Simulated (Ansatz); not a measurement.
C3H7NSi, SMILES `C=C=C(N)[SiH3]`, one more setting.

```yaml
crystal:
  periodic: [false, false, false]
  atoms:
    - {symbol: C, position_ang: [-1.193613, 2.135783, -0.153050]}
    - {symbol: C, position_ang: [-0.693184, 0.879829, 0.053489]}
    - {symbol: C, position_ang: [-0.162885, -0.379511, 0.201238]}
    - {symbol: N, position_ang: [-0.857055, -1.522617, 0.823113]}
    - {symbol: Si, position_ang: [1.583586, -0.709212, -0.638657]}
    - {symbol: H, position_ang: [-0.997488, 2.986422, 0.582238]}
    - {symbol: H, position_ang: [-1.831041, 2.382298, -1.067552]}
    - {symbol: H, position_ang: [-0.217190, -2.149413, 1.389524]}
    - {symbol: H, position_ang: [-1.710820, -1.247793, 1.389306]}
    - {symbol: H, position_ang: [2.512389, -1.431655, 0.394667]}
    - {symbol: H, position_ang: [1.434300, -1.649510, -1.876007]}
    - {symbol: H, position_ang: [2.213853, 0.647525, -1.062503]}
basis:
  gaussian: {orbitals: aug-cc-pVTZ, fitting: {mean_field: cc-pVTZ-jkfit}}
total_charge: 1
magnetization: {spin_polarized: true, initial_magnetization: 1}
hamiltonian: {xc: {name: r2SCAN0}, dispersion: d3bjatm}
output: {forces: true}
```

```sh
$ ansatz run in.yaml --threads 4 --pin off --events-out ev --progress --plain --max-ram 10444MiB
```

It prints (some lines left out):

```
Functional definition: r2SCAN0
647 factors; integrals over basis functions are off by at most 7.4e-1 eV
mean field evaluation 1: about -12561.4312 eV, gradient 5.6e1 eV
mean field evaluation 2: about -12508.3996 eV, gradient 9.9e1 eV
mean field evaluation 4: about -12578.3953 eV, gradient 1.5e1 eV
mean field evaluation 8: about -12579.6242 eV, gradient 5.3e-1 eV
mean field evaluation 16: about -12579.6321 eV, gradient 2.7e-2 eV
mean field -12579.63217182 eV, -462.2929555335 hartree, gradient 3.1e-5 eV, S^2 0.779125; 4 other end points of the search recorded, 0 dependent functions left out
reference -12579.63219032 eV, -462.2929562134 hartree; 23, 22 occupied and 372, 373 virtual orbitals, 647 factors
Total energy: -12579.71636246 eV, -462.2960494826 hartree
Atom 0 at    -1.193613     2.135783    -0.153050 Å, force     1.073226    -2.543677     0.532841 eV/Å
Atom 1 at    -0.693184     0.879829     0.053489 Å, force    -2.131291     2.966788    -0.448876 eV/Å
Atom 2 at    -0.162885    -0.379511     0.201238 Å, force    -0.953032    -2.550219     0.717832 eV/Å
Atom 3 at    -0.857055    -1.522617     0.823113 Å, force     1.589536     3.972682     1.117675 eV/Å
Atom 4 at     1.583586    -0.709212    -0.638657 Å, force     1.379233    -0.377285    -0.391051 eV/Å
Atom 5 at    -0.997488     2.986422     0.582238 Å, force    -0.242828    -1.457634    -1.034920 eV/Å
Atom 6 at    -1.831041     2.382298    -1.067552 Å, force     1.084918    -0.566507     1.326454 eV/Å
Atom 7 at    -0.217190    -2.149413     1.389524 Å, force    -1.056945     0.722658    -1.469830 eV/Å
Atom 8 at    -1.710820    -1.247793     1.389306 Å, force     1.265872    -0.590281    -1.199293 eV/Å
Atom 9 at     2.512389    -1.431655     0.394667 Å, force    -1.019892     0.646593    -0.724989 eV/Å
Atom 10 at     1.434300    -1.649510    -1.876007 Å, force    -0.199154     0.844348     1.104578 eV/Å
Atom 11 at     2.213853     0.647525    -1.062503 Å, force    -0.789644    -1.067466     0.469579 eV/Å
Dipole moment:    -0.523738     0.096377     0.434454 e Å
```

Run time 10 s (4 threads of an AMD EPYC 9R45 on a shared host); peak host memory 1.1 GiB.
